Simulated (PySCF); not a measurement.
Ga(OMe)2(OiPr), C5H13GaO3, SMILES C[O][Ga]([O]C)[O]C(C)C, GFN2-xTB optimised geometry.

```
22

Ga     0.36    -0.28     0.00
O      2.13    -0.28     0.00
C      3.03    -1.38    -0.02
H      3.64    -1.31    -0.92
H      3.67    -1.32     0.87
H      2.51    -2.34    -0.01
O     -0.44     1.30     0.00
C      0.15     2.59     0.00
H      1.24     2.54     0.01
H     -0.17     3.12    -0.89
H     -0.18     3.13     0.89
O     -0.49    -1.84     0.01
C     -1.88    -2.04    -0.07
C     -2.42    -1.56    -1.41
C     -2.60    -1.34     1.08
H     -2.01    -3.13     0.01
H     -2.23    -0.48    -1.49
H     -3.49    -1.75    -1.49
H     -1.90    -2.06    -2.22
H     -2.20    -1.70     2.03
H     -2.41    -0.27     1.01
H     -3.67    -1.53     1.04
```

Density from PBE0/def2-SVP (PySCF 2.14.0) at that geometry.

Minimum of the electron density along straight lines between bonded atoms, close to the bond critical point (lines longer than 1.1 times the sum of covalent radii, or with two minima, are not listed):

```tsv
bond	length / Å	ρ at the minimum / e bohr⁻³	∇²ρ there / e bohr⁻⁵	position (fraction from the first atom)
Ga1–O2	1.772	0.130	0.84	0.48
O2–C3	1.415	0.250	-0.40	0.66
C3–H4	1.093	0.281	-1.06	0.63
C3–H5	1.093	0.281	-1.06	0.63
C3–H6	1.092	0.281	-1.06	0.63
Ga1–O7	1.775	0.130	0.83	0.48
O7–C8	1.416	0.249	-0.39	0.66
C8–H9	1.092	0.282	-1.07	0.63
C8–H10	1.093	0.281	-1.06	0.63
C8–H11	1.093	0.281	-1.06	0.63
Ga1–O12	1.770	0.132	0.84	0.48
O12–C13	1.412	0.252	-0.36	0.66
C13–C14	1.524	0.250	-0.59	0.50
C13–C15	1.524	0.250	-0.59	0.50
C13–H16	1.101	0.280	-1.04	0.63
C14–H17	1.092	0.273	-0.99	0.62
C14–H18	1.087	0.276	-1.01	0.62
C14–H19	1.088	0.276	-1.01	0.63
C15–H20	1.088	0.276	-1.01	0.62
C15–H21	1.091	0.274	-1.00	0.63
C15–H22	1.087	0.276	-1.00	0.62
```
